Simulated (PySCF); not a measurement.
Name the molecule from its bond curve

A diatomic of charge 0 contains Pr. Its triplet curve at PBE0 in a double-zeta basis (spin-free X2C with a Gaussian nucleus, PySCF), in eV from the separated fragments:

R (Å), E (eV) and a bar:
```
    1.493     -3.064 ########################
    1.562     -4.141 ###########
    1.632     -4.736 ###
    1.684     -4.947 #
    1.736     -5.005 
    1.788     -4.941 #
    1.857     -4.713 ####
    1.944     -4.264 #########
    2.049     -3.583 #################
    2.187     -2.560 ##############################
```

The fit gives ωe = 982 cm⁻¹ and the rotational constant Bₑ = 0.4409 cm⁻¹.

Problem. Which atom is the partner?

Solution. The minimum lies at 1.733 Å, so the reduced mass is 16.8576 u Å² cm⁻¹/(Bₑ·Re²) = 12.73 u. With Pr at 140.91 u the partner weighs about 14.0 u: N. The molecule is PrN.

Spin–orbit coupling is left out. The state is the lowest single determinant that the PBE0 search found; with open d or f shells the true ground state can be another one.
